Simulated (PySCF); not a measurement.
# One molecule, several mistakes: BCH6Si cation

These are calculations, not measurements. They come from PySCF 2.14.0, an open-source quantum chemistry program, on an isolated molecule that a program drew, which may never have been made. The molecule is BCH6Si cation (charge +1, singlet), drawn as the SMILES string `BC[SiH2+]`.

Each row is a Hartree-Fock (HF) and frozen-core CCSD(T) single point in the cc-pV(D+d)Z basis, meant for a local HF minimum. Run 1 is clean. Each other run has one planted mistake out of seven kinds, and not every kind appears here: one electron removed, one electron added, multiplicity raised by two, geometry at a saddle point, minimal basis STO-3G, one bond length entered in bohr, all coordinates scaled. The reference is restricted for singlets and unrestricted otherwise, and also for a bond in bohr. Adding or removing an electron swaps singlet and doublet. Electrons count all cores. HOMO and LUMO are orbital energies over both spins, the gradient is its largest component, and the lowest frequency (negative if imaginary) is given only where the gradient is small. Bond lengths are over the 8 bonds as drawn. T1 is the CCSD diagnostic: over 0.02 (restricted) or 0.045 (unrestricted) a single reference is doubtful.

Geometry of the clean run:
```xyz
9
BCH6Si cation, angstrom
B    -0.5973    2.8229   -0.5136
C    -0.4920    1.7837   -1.7450
Si   -2.0751    1.0522   -2.2203
H    -1.3723    2.6134    0.3720
H     0.1361    3.7575   -0.4996
H     0.0775    0.9705   -1.2552
H     0.0775    2.1608   -2.5938
H    -2.7964    0.1758   -1.2978
H    -2.7207    1.3360   -3.5021
```

```
run,electrons,basis functions,<S^2>,HOMO (eV),LUMO (eV),gradient (hartree/bohr),lowest frequency (cm^-1),mean bond (Å),longest bond (Å),T1,HF (hartree),CCSD(T) (hartree),mistake
1,30,81,0.000,-17.62,-5.42,1.8e-05,125,1.3660,1.808,0.0122,-354.67951,-355.04098,no fault
2,30,81,2.027,-12.96,-9.07,9.8e-02,-,1.3660,1.808,0.0488,-354.51303,-354.86856,multiplicity raised by two
3,30,25,0.000,-16.70,-2.69,2.4e-02,-,1.3660,1.808,0.0091,-350.64517,-350.81178,?
4,30,81,0.000,-17.23,-5.50,2.8e-02,-,1.4425,1.909,0.0131,-354.65946,-355.02742,?
```

**Which mistake was planted in run 3, and what did it cost?**

It has 25 basis functions where the clean run has 81, with the same electrons and geometry. So the mistake is: minimal basis STO-3G. Subtracting run 1 and multiplying by 627.51 kcal/mol a hartree, the energy moved by 2531.6 kcal/mol in HF and 2653.9 kcal/mol in CCSD(T).

**Which mistake was planted in run 4, and what did it cost?**

The mean and the longest bond both change by the same factor, 1.056, and the gradient is no longer small. So the mistake is: all coordinates scaled. Subtracting run 1 and multiplying by 627.51 kcal/mol a hartree, the energy moved by 12.6 kcal/mol in HF and 8.5 kcal/mol in CCSD(T).

Cautions from the logs. Run 2: T1 is over the limit, so its CCSD(T) energy is less reliable.
